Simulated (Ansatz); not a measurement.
CH$_{3}$Cl$_{3}$Si, singlet, at a GFN2-xTB geometry; CCSD(T)/STO-3G (Ansatz, a first-principles code).

The Ansatz input:
Ansatz 0.2 input:
```yaml
crystal:
  periodic: [false, false, false]
  atoms:
    - {symbol: C, position_ang: [-2.08539302, -0.43002418, 0.05735758]}
    - {symbol: Si, position_ang: [-0.22565362, -0.04653152, 0.00620648]}
    - {symbol: Cl, position_ang: [0.68040569, -1.19502435, -1.39062803]}
    - {symbol: Cl, position_ang: [0.06775652, 1.90072752, -0.45554951]}
    - {symbol: Cl, position_ang: [0.60976201, -0.42568869, 1.80882858]}
    - {symbol: H, position_ang: [-2.26630565, -1.46926637, 0.31744164]}
    - {symbol: H, position_ang: [-2.59468576, 0.18660249, 0.79274175]}
    - {symbol: H, position_ang: [-2.55221147, -0.24599592, -0.90628735]}
basis:
  gaussian:
    orbitals: STO-3G
magnetization: {spin_polarized: false}
correlation: {method: ccsd_t}
```

**Question.** What does Ansatz print? Leave out banner, timings and long lists.

**Answer.** 
```
Functional definition: HF
500 factors; integrals over basis functions are off by at most 2.4e-5 eV
mean field evaluation 1: about -45948.0784 eV, gradient 2.6e1 eV
mean field evaluation 2: about -45948.1506 eV, gradient 2.6e1 eV
mean field evaluation 4: about -45951.2707 eV, gradient 9.7e-1 eV
mean field evaluation 8: about -45951.2770 eV, gradient 6.0e-6 eV
mean field evaluation 16: about -45951.1946 eV, gradient 3.1e-2 eV
mean field -45951.27698441 eV, -1688.6782822828 hartree, gradient 1.4e-6 eV, S^2 0.000000; 0 other end points of the search recorded, 0 dependent functions left out
21 core orbitals not correlated
reference -45951.27698441 eV, -1688.6782822828 hartree; 16, 16 occupied and 7, 7 virtual orbitals, 500 factors
second order -2.66928048 eV of doubles, -0.00000000 eV of singles
cycle   1  -3.18218451 eV  change   -5.1e-1 eV  update   6.0e-2
cycle   2  -3.41897042 eV  change   -2.4e-1 eV  update   2.0e-2
cycle   3  -3.44367057 eV  change   -2.5e-2 eV  update   4.3e-3
cycle   4  -3.44713176 eV  change   -3.5e-3 eV  update   1.3e-3
cycle   5  -3.44747302 eV  change   -3.4e-4 eV  update   3.0e-4
cycle   6  -3.44753327 eV  change   -6.0e-5 eV  update   6.8e-5
cycle   7  -3.44754121 eV  change   -7.9e-6 eV  update   1.3e-5
perturbative correction -0.04737330 eV, -0.0017409367 hartree
Total energy: -45954.77189892 eV, -1688.8067180222 hartree
```
